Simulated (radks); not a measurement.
Cs50+, configuration [He] 2s2 2p1 (the NIST ground configuration). Calculated with a radial shooting solver on a logarithmic mesh with Libxc functionals: scalar-relativistic Kohn-Sham, PBEsol, spin-polarised, spherical densities, finite nucleus; open shells are filled with parallel spins first (spin-orbit coupling, left out, can overturn this in heavy ions); Fermi nuclear charge, rms radius 4.8041 fm.

Normalised radial functions P(r) = r R(r), r in bohr:

r         1s down  2p down
0.001217   1.1747   0.0103
0.001611   1.4858   0.0167
0.002148   1.8781   0.0277
0.002842   2.3364   0.0451
0.003791   2.8873   0.0745
0.005056   3.5067   0.1225
0.00669    4.1435   0.1976
0.008923   4.7729   0.3194
0.0119     5.2787   0.5079
0.01575    5.5280   0.7795
0.021      5.4011   1.1725
0.02779    4.8212   1.6709
0.03706    3.7884   2.2669
0.04943    2.5185   2.8383
0.06541    1.3692   3.1885
0.08724    0.5474   3.1248
0.1164     0.1480   2.5341
0.154      0.0252   1.6243
0.2053     0.0021   0.7398
0.2717     0.0001   0.2253
0.3624     0.0000   0.0371

1s down: eigenvalue -40587 eV, 0 radial nodes, <r> = 0.0260 bohr, 90 % of the charge inside 0.0468 bohr. 2p down (empty): eigenvalue -9207.2 eV, 0 radial nodes, <r> = 0.0923 bohr, 90 % of the charge inside 0.149 bohr.
